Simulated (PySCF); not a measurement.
BLYP on C- (carbon, charge -1), [He] 2s2 2p3, high-spin 4S determinant. Calculation: PySCF 2.14, in aug-cc-pVTZ-DK; the spin-free X2C one-electron Hamiltonian (Gaussian nucleus).

```
cycle= 1 E= -37.9080506554828  delta_E= -0.0067  |g|= 0.0519  |ddm|= 0.466
cycle= 2 E= -37.89535371657  delta_E= 0.0127  |g|= 0.135  |ddm|= 0.46
cycle= 3 E= -37.9108687277538  delta_E= -0.0155  |g|= 0.0162  |ddm|= 0.286
cycle= 4 E= -37.9111439666332  delta_E= -0.000275  |g|= 5.28e-05  |ddm|= 0.0414
cycle= 5 E= -37.9111439684791  delta_E= -1.85e-09  |g|= 2.09e-05  |ddm|= 0.000182
cycle= 6 E= -37.9111439689017  delta_E= -4.23e-10  |g|= 9.54e-07  |ddm|= 5.05e-05
converged SCF energy = -37.9111439689017  <S^2> = 3.7539788  2S+1 = 4.0019889
```

Highest occupied orbital energy: 2.118 eV; ⟨L²⟩ = 0.00; populations by l: s 4.00, p 3.00, d 0.00, f 0.00.

(1) Can this result be used?

Answers

(1) With care. The calculation finished and met its thresholds. At BLYP the highest occupied level has a positive energy, so only the finite basis holds that electron; in a semilocal or global hybrid functional this comes from self-interaction and does not mean that the real anion is unbound.
